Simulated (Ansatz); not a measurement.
Species: BH2, charge 0, doublet. BH2 (SMILES [BH2], doublet).
B3LYP-D3(BJ)/def2-TZVP minimum from Ansatz (a first-principles code):
```xyz
3

B      0.1441    -0.0062    -0.0077
H     -0.4073    -1.0572    -0.0004
H     -0.3134     1.0880     0.0389
```
Charge 0, spin multiplicity 2.

Hartree-Fock and MP2 correlation energies in hartree (Ansatz). Radicals and triplets start from unrestricted determinants; spin-orbit coupling is neglected. Correlated methods leave the cores frozen. No relativity.

```tsv
basis	X	E(HF)	E(corr, MP2)
cc-pVTZ	3	-25.76030	-0.08239
cc-pVQZ	4	-25.76199	-0.08781
cc-pV5Z	5	-25.76236	withheld
```

Fit E(corr) = E∞ + A/X³ to X = 3 and 4, predict X = 5, and compare with the run.

A = (-0.08239 - (-0.08781))/(1/27 - 1/64) = 0.2531; E∞ = -0.08781 - A/64 = -0.09177; at X = 5, E∞ + A/125 = -0.08974. The run gave -0.08977, 0.03 mEh below the prediction. The same form on X = 4 and 5 gives E∞ = -0.09183, 0.06 mEh below the first estimate.
